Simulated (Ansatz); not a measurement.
An input meant for SnN₂H₄⁺, that is Sn(NH2)2 with one electron fewer (charge 1, doublet; atoms displaced at random, 0.15 Å in each coordinate).

```yaml
crystal:
  periodic: [false, false, false]
  atoms:
    - {symbol: Sn, position_ang: [0.297713, 0.558075, -1.169154]}
    - {symbol: N, position_ang: [1.654146, 0.015665, 0.071674]}
    - {symbol: H, position_ang: [2.283330, 0.010423, -0.600806]}
    - {symbol: H, position_ang: [1.438055, -0.315447, 0.680576]}
    - {symbol: N, position_ang: [-1.337224, 0.068915, 0.002662]}
    - {symbol: H, position_ang: [-2.543704, 0.079702, -0.475212]}
    - {symbol: H, position_ang: [-1.133502, -0.340324, 0.868421]}
basis:
  gaussian: {orbitals: STO-3G}
total_charge: 1
magnetization: {spin_polarized: true, initial_magnetization: 1}
hamiltonian: {xc: {name: HF}}
correlation: {active_space: {window: {electrons: 2, orbitals: 1}}}
scf: {omitted_lower_state_checks: [starts]}
```

```sh
$ ansatz run in.yaml --threads 4 --pin off --events-out ev --progress --plain --max-ram 3916MiB
```

It prints (some lines left out):

```
Error: invalid value for `correlation.active_space`: it starts from restricted Hartree–Fock orbitals; set hamiltonian.xc: hf without magnetization.spin_polarized
```
